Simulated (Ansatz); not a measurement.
Cost and result for the atomization energy of CH$_{5}$FSSi$_{2}$, SMILES `F[SiH]1[SiH2]CS1` (10 atoms, 10 bonds).

```xyz
10

F    -0.226   -2.698   -0.032
Si    0.168   -1.364    0.764
Si    0.908    0.426   -0.513
C    -0.894    1.013   -0.354
S    -1.455   -0.009    1.071
H     0.771   -1.839    2.032
H     1.811    1.322    0.256
H     1.430    0.285   -1.900
H    -1.509    0.797   -1.228
H    -1.004    2.067   -0.097
```

Charge 0, multiplicity 1. Geometry: relaxed with PBE0-D4/def2-TZVP. Program: Ansatz. All runs use 4 threads of an Arm Neoverse V1 on a shared host. Times are those of one run each, without the atoms' runs, and a repeat can differ threefold. Electronic energies, without spin–orbit coupling; frozen cores. CCSD(T)/CBS adds CCSD(T) − MP2 in def2-TZVPP to the MP2 limit, and its time is that of the two runs behind it. T1 = 0.013. B3LYP takes the VWN-RPA correlation (the form of Gaussian; ORCA's B3LYP/G).

CCSD(T)/CBS is a level of theory with its own doubt, some kJ/mol a heavy atom from the limit and from the frozen cores, so smaller differences don't rank the functionals.

```json
{"level": "PBE-D4/def2-TZVPP (with forces)", "functions": "258", "wall time": "2.9 s", "atomization (kcal/mol)": "846.8", "difference from CCSD(T)/CBS": "7.7", "per bond": "0.8"}
{"level": "PBE0-D4/def2-TZVPP", "functions": "258", "wall time": "3.9 s", "atomization (kcal/mol)": "836.1", "difference from CCSD(T)/CBS": "-3.0", "per bond": "-0.3"}
{"level": "r2SCAN-D4/def2-TZVPP (with forces)", "functions": "258", "wall time": "6 s", "atomization (kcal/mol)": "840.7", "difference from CCSD(T)/CBS": "1.6", "per bond": "0.2"}
{"level": "B3LYP-D4/def2-TZVPP (with forces)", "functions": "258", "wall time": "6 s", "atomization (kcal/mol)": "832.2", "difference from CCSD(T)/CBS": "-6.9", "per bond": "-0.7"}
{"level": "B2PLYP/def2-TZVPP", "functions": "258", "wall time": "6.5 s", "atomization (kcal/mol)": "823.3", "difference from CCSD(T)/CBS": "-15.8", "per bond": "-1.6"}
{"level": "ωB97X-V/def2-TZVPP", "functions": "258", "wall time": "9 s", "atomization (kcal/mol)": "844.6", "difference from CCSD(T)/CBS": "5.5", "per bond": "0.5"}
{"level": "ωB97M-V/def2-TZVPP (with forces)", "functions": "258", "wall time": "14 s", "atomization (kcal/mol)": "840.4", "difference from CCSD(T)/CBS": "1.3", "per bond": "0.1"}
{"level": "MP2/def2-QZVPP", "functions": "474", "wall time": "25 s", "atomization (kcal/mol)": "842.2", "difference from CCSD(T)/CBS": "3.1", "per bond": "0.3"}
{"level": "CCSD(T)/def2-TZVPP", "functions": "258", "wall time": "2.6 min", "atomization (kcal/mol)": "813.1", "difference from CCSD(T)/CBS": "-26.0", "per bond": "-2.6"}
{"level": "CCSD(T)/CBS(def2)", "functions": "–", "wall time": "3 min", "atomization (kcal/mol)": "839.1", "difference from CCSD(T)/CBS": "0.0", "per bond": "0.0"}
```

In def2-TZVPP, CCSD(T) changes the Hartree–Fock value by +197.8 kcal/mol (the triples alone add +13.2 kcal/mol) and MP2 by +211.3 kcal/mol; breaking electron pairs costs correlation energy, which Hartree–Fock lacks. From PBE to PBE0 (25 % exact exchange), in def2-TZVPP and without D4, the atomization energy moves by −9.7 kcal/mol: exact exchange takes away binding that semilocal exchange gives to molecules. The D4 term adds +11.2 kcal/mol with B3LYP and +5.8 kcal/mol with PBE0; it sums over pairs of atoms, weighted by their polarisabilities, and B3LYP, whose exchange is more repulsive, gets the larger term.
